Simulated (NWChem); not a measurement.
Molecule: C₂H₈BN; SMILES BN(C)C

```xyz
12

B      0.0000     0.0000     1.5437
H      1.0463     0.0000     2.1259
H     -1.0463     0.0000     2.1259
N      0.0000     0.0000     0.1507
C     -1.2171     0.0000    -0.6522
C      1.2171     0.0000    -0.6522
H     -1.2595     0.8870    -1.3004
H     -1.2595    -0.8870    -1.3004
H     -2.0909     0.0000     0.0014
H      1.2595    -0.8870    -1.3004
H      1.2595     0.8870    -1.3004
H      2.0909     0.0000     0.0014
```
Atoms are numbered in this order, from 1.

Structure relaxed at the B3LYP/6-31G* (spherical d) level. B3LYP is NWChem's, with the RPA form of VWN correlation.

Symmetry labels are those of C2v in the frame above (b1 and b2, or b-type labels, depend on it).

### Question
List the 6 lowest vertical singlet excitations from B3LYP/def2-SVP, full TDDFT (NWChem).

### Answer
```csv
state,energy (eV),oscillator strength,symmetry,leading excitation (squared amplitude)
S1,7.06,0.303,a1,HOMO → LUMO (0.98)
S2,7.25,0.000,a2,HOMO−1 → LUMO (1.00)
S3,7.50,0.026,b2,HOMO → LUMO+1 (1.00)
S4,8.82,0.012,b2,HOMO → LUMO+3 (0.63)
S5,8.89,0.000,b2,HOMO−2 → LUMO (0.62)
S6,8.94,0.000,a2,HOMO → LUMO+2 (0.99)
```
